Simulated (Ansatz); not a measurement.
```yaml
crystal:
  periodic: [false, false, false]
  atoms:
    - {symbol: Li, position_ang: [-0.511881, 0.096058, 1.717101]}
    - {symbol: Li, position_ang: [-1.346026, -0.235908, -1.159877]}
    - {symbol: Li, position_ang: [0.383688, 2.489034, -0.405454]}
    - {symbol: Sn, position_ang: [1.340877, -0.003814, -0.377047]}
    - {symbol: Sn, position_ang: [0.133332, -2.345370, 0.225288]}
basis:
  gaussian: {orbitals: def2-TZVPD}
total_charge: -1
hamiltonian: {xc: {name: revPBE0}, pseudopotentials: {relativity: none}}
scf: {lower_state_search: full}
output: {forces: true}
```

```sh
$ ansatz run in.yaml --threads 2 --pin off --events-out ev --progress --plain --max-ram 4352MiB
```

It prints (some lines left out):

```
Functional definition: revPBE0
1593 factors; integrals over basis functions are off by at most 2.7e-4 eV
mean field evaluation 1: about -12280.9384 eV, gradient 1.3e1 eV
mean field evaluation 2: about -12281.0216 eV, gradient 1.3e1 eV
mean field evaluation 4: about -12281.4453 eV, gradient 5.5e0 eV
mean field evaluation 8: about -12281.5392 eV, gradient 4.9e-1 eV
mean field evaluation 16: about -12281.5410 eV, gradient 5.7e-3 eV
mean field evaluation 32: about -12281.3921 eV, gradient 1.4e0 eV
mean field -12281.54096381 eV, -451.3383056927 hartree, gradient 2.7e-5 eV, S^2 0.000000; 8 other end points of the search recorded, 0 dependent functions left out
reference -12281.54100049 eV, -451.3383070405 hartree; 27, 27 occupied and 136, 136 virtual orbitals, 1593 factors
Total energy: -12281.54100049 eV, -451.3383070405 hartree
Atom 0 at    -0.511881     0.096058     1.717101 Å, force    -0.136593     0.043718    -0.128121 eV/Å
Atom 1 at    -1.346026    -0.235908    -1.159877 Å, force    -0.037673     0.079637     0.168754 eV/Å
Atom 2 at     0.383688     2.489034    -0.405454 Å, force    -0.209221     0.139266     0.044428 eV/Å
Atom 3 at     1.340877    -0.003814    -0.377047 Å, force     0.455029    -0.205194    -0.114155 eV/Å
Atom 4 at     0.133332    -2.345370     0.225288 Å, force    -0.071542    -0.057427     0.029095 eV/Å
Dipole moment:     0.200794    -0.844655     0.046849 e Å
```

Hardware: 2 threads of Arm Neoverse V2 on a shared host. Wall time 14 s.

In the def2 sets Sn takes a core potential; there is no spin–orbit coupling. A triplet lies near this restricted singlet, and broken spin symmetry wasn't tried.

The dipole of an ion depends on the origin.
